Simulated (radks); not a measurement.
Q: Species: Pd4+. Configuration: [Ar] 3d10 4s1.75 4p6 4d6 5d0.25 (fractional occupations, a model configuration). All-electron calculation, Dirac Kohn-Sham, AM05, spin-unpolarised, spherical densities, point nucleus; open shells are shared between the two j in proportion to 2j + 1. Program: a radial shooting solver on a logarithmic mesh with Libxc functionals. Some entries of the table are withheld. Estimate them.

| orbital | occ. | eigenvalue (eV) | <r^2> (bohr^2) |
|---|---|---|---|
| 1s1/2 | 2 | (1) | 0.001373 |
| 2s1/2 | 2 | -3585.739 | 0.02254 |
| 2p1/2 | 2 | (2) | 0.01687 |
| 2p3/2 | 4 | (3) | 0.01820 |
| 3s1/2 | 2 | -697.6117 | 0.1649 |
| 3p1/2 | 2 | -597.3766 | (4) |
| 3p3/2 | 4 | -569.6026 | (5) |
| 3d3/2 | 4 | -391.8503 | (6) |
| 3d5/2 | 6 | -386.3023 | (7) |
| 4s1/2 | 1.75 | -145.5971 | 0.9776 |
| 4p1/2 | 2 | -113.9087 | 1.118 |
| 4p3/2 | 4 | -109.1386 | 1.180 |
| 4d3/2 | 2.4 | -59.8938 | 1.763 |
| 4d5/2 | 3.6 | -59.2471 | 1.793 |
| 5d3/2 | 0.1 | (8) | 12.53 |
| 5d5/2 | 0.15 | (9) | 12.65 |

A: 
(1) 1s1/2 eigenvalue (eV): -24187.54
(2) 2p1/2 eigenvalue (eV): -3331.732
(3) 2p3/2 eigenvalue (eV): -3172.629
(4) 3p1/2 <r^2> (bohr^2): 0.1605
(5) 3p3/2 <r^2> (bohr^2): 0.1697
(6) 3d3/2 <r^2> (bohr^2): 0.1508
(7) 3d5/2 <r^2> (bohr^2): 0.1537
(8) 5d3/2 eigenvalue (eV): -22.5577
(9) 5d5/2 eigenvalue (eV): -22.4552
